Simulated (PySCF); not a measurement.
A species of formula C6H10Cl2Si has this rotational fingerprint, computed with PBE0/pcSseg-1 in PySCF (dipole) on a GFN2-xTB geometry, gas phase:

```
Rotational constants : A = 1237, B = 519.9, C = 393.5 MHz
Dipole components    : |μa| = 2.32 D, |μb| = 0.69 D, |μc| = 0.91 D
Inertial defect      : -96.10 u·Å²
κ                    : -0.70
```

Question: Which structure is it? (One computed conformer of each.)
A. `[CH3:1][CH2:2][CH2:3][CH:4]=[C:5]=[CH:6][SiH:7]([Cl:8])[Cl:9]` with C1–C2–C3–C4 179°, C2–C3–C4–C5 121°, C5–C6–Si7–Cl8 -2°
B. `[CH2:1]=[C:2]=[C:3]([CH3:4])[Si@H:5]([Cl:6])[CH2:7][CH2:8][Cl:9]` with C2–C3–Si5–Cl6 116°, C3–Si5–C7–C8 166°, Si5–C7–C8–Cl9 179°

Answer: B. It is C=C=C(C)[Si@H](Cl)CCCl, an asymmetric top, point group C1. The candidates at the same level (rigid rotor, commonest isotopes):

```csv
SMILES,A (MHz),B (MHz),C (MHz),μa (D),μb (D),μc (D),Δ (u·Å²),point group,rotor
C=C=C(C)[Si@H](Cl)CCCl,1237,519.9,393.5,2.32,0.69,0.91,-96.10,C1,asymmetric top
CCCC=C=C[SiH](Cl)Cl,1703,361.7,342.1,1.91,0.08,1.23,-217.00,C1,near-prolate asymmetric top
```

`CCCC=C=C[SiH](Cl)Cl` has A 38 % too high. No structure here is proved a minimum.
